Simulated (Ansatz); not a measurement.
`C[SiH2][S][SbH2]` + `CBr` → `C[SiH2]Br` + `C[S][SbH2]`  (formal exchange of groups at the Si–S bond)

Isolated molecules relaxed with PBE0-D4/def2-TZVP in Ansatz; ΔE leaves out vibrations. CCSD(T)/CBS adds triple-zeta CCSD(T) − MP2 to the extrapolated MP2 energy (def2 sets, frozen cores). DFT in def2-TZVPP. B3LYP here is the variant with VWN-RPA as its local correlation; programs differ in this. def2 core potentials past Kr. For Br, Sb outer-core shells are correlated without core-valence functions, which leaves a few kJ/mol of doubt a bond. Scalar relativity is left out up to krypton. One conformer a species, not always the lowest.

| level | ΔE (eV) |
| --- | --- |
| PBE-D4 | -0.31 |
| B3LYP-D4 | -0.33 |
| ωB97M-V | -0.35 |
| MP2/def2-QZVPP | -0.34 |

Q: What does CCSD(T)/CBS give? (Estimate.)

A: The calculation gave: -0.34 eV. The listed levels differ from it by 0.03, 0.01, -0.01, 0.00 eV.

Largest T1 diagnostic among the species: 0.013.

In def2-TZVPP, CCSD(T) changes the Hartree–Fock value by +0.10 eV (the triples alone add +0.02 eV) and MP2 by +0.10 eV. The D4 term adds +0.04 eV with B3LYP and +0.02 eV with PBE0; it sums over pairs of atoms, weighted by their polarisabilities, and B3LYP, whose exchange is more repulsive, gets the larger term.
